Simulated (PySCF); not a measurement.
## CH6GaN: core ionisation energies

Species: CH6GaN.
Atom-mapped SMILES: `[CH3:1][NH:2][GaH2:3]`

Method: PySCF, delta-SCF UKS SCAN, pcX-2 on the ionised atom, pcseg-1 elsewhere, spin-free X2C. These are vertical core ionisation energies against the vacuum level, from separate self-consistent calculations with and without the core hole.

What binding energy does each computed site have?

| atom(s) | environment | level | binding energy (eV) | count |
| --- | --- | --- | --- | --- |
| C1 | N-methyl carbon | C 1s | 291.48 | 1 |
| N2 | nitrogen bonded to C, Ga and H | N 1s | 404.12 | 1 |

Which photon energy gives electrons from N 1s of N2 (atom 2) a kinetic energy of 20 eV, and what is their de Broglie wavelength?

hν = 404.12 + 20 = 424.12 eV, recoil neglected; λ = 12.264 Å/√(E/eV) = 2.74 Å.

Express the binding energy of N 1s of N2 in atomic units and per mole.

404.12 eV = 14.8511 Eh = 38992 kJ/mol.

No level of gallium is listed. Geometry: PBE0-D3(BJ)/def2-SVP; no solvent, vibrations or thermal averaging.

On one thread of an Intel Xeon at 2.70 GHz, on a shared host, this took 9.4 s wall and 0.50 GiB of memory at its peak.
